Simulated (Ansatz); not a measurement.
One change: `C=CCCCCCCCCCC` becomes `CCCCCCCC=O`.

Ansatz, PBE0-D4/def2-TZVP geometries, multiplicity 1. Each molecule was computed in one conformer, which needn't be the lowest.

```
                               property  `C=CCCCCCCCCCC`
    LUMO energy (B3LYP/def2-TZVPP) / eV             0.08
HOMO–LUMO gap (ωB97M-V/def2-TZVPP) / eV            11.79
      HOMO energy (PBE/def2-TZVPP) / eV            -6.12
     HOMO energy (PBE0/def2-TZVPP) / eV            -7.24
   HOMO–LUMO gap (PBE0/def2-TZVPP) / eV             7.56
  HOMO energy (ωB97M-V/def2-TZVPP) / eV            -9.49
```

Task: Give the same properties after the change, and the shifts. (Best estimate.)

Result: The calculation gave: 
| property | `CCCCCCCC=O` | shift |
| --- | --- | --- |
| LUMO energy (B3LYP/def2-TZVPP) / eV | -0.89 | -0.97 |
| HOMO–LUMO gap (ωB97M-V/def2-TZVPP) / eV | 11.38 | -0.41 |
| HOMO energy (PBE/def2-TZVPP) / eV | -5.70 | 0.42 |
| HOMO energy (PBE0/def2-TZVPP) / eV | -7.29 | -0.05 |
| HOMO–LUMO gap (PBE0/def2-TZVPP) / eV | 6.69 | -0.87 |
| HOMO energy (ωB97M-V/def2-TZVPP) / eV | -9.71 | -0.22 |

With PBE0 the HOMO falls by 0.05 eV and the LUMO falls by 0.93 eV, so the gap narrows by about 0.88 eV. PBE moves the HOMO by 0.42 eV and ωB97M-V by -0.22 eV.

B3LYP here is the variant with VWN-RPA as its local correlation; programs differ in this.
